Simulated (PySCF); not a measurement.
Question: Give a PBE0-D3(BJ)/def2-SVP geometry of InChI=1S/CH5BF2SSi/c3-2(4)1-5-6/h1H2,6H3.

Answer: 
```
atom  x, y, z in Å
F1    -0.9342    1.7265   -0.1640
B2    -1.5416    0.5768   -0.4145
F3    -2.4603    0.5817   -1.3586
C4    -1.1316   -0.7155    0.3537
S5     0.3400   -1.3306   -0.5793
Si6    1.8559    0.0837    0.0098
H7    -0.8695   -0.5522    1.4088
H8    -1.8784   -1.5177    0.2845
H9     1.7247    0.3478    1.4738
H10    1.7860    1.3735   -0.7345
H11    3.1433   -0.6005   -0.2975
```

Orientation and origin are arbitrary. Atoms count from 1 in this order. Si6 (SiH3 silicon) is distorted tetrahedral (angles from 104.5° to 113.5°). Of the pairs four or more bonds apart, F1···Si6 is among the closest relative to their van der Waals radii: 3.24 Å, 91 % of the sum of Bondi's values. B2 (three-coordinate boron) is planar (angles 122.7°, 120.4° and 116.9°, sum 360.0°, 0.01 Å off the plane of its three neighbours).

Bonds between heavy atoms (Å): F1–B2 1.324, B2–F3 1.317, B2–C4 1.558, C4–S5 1.848, S5–Si6 2.155.

Computed, not measured: PBE0-D3(BJ)/def2-SVP geometry optimisation, gas phase (PySCF).

Point group: C1 (no symmetry element, even within 0.4 Å). No PBE0-D3(BJ)/def2-SVP frequencies stand behind this structure, so it isn't proved a minimum. The numbers are those of one conformer (F1–B2–C4–S5 -83°, B2–C4–S5–Si6 73°).
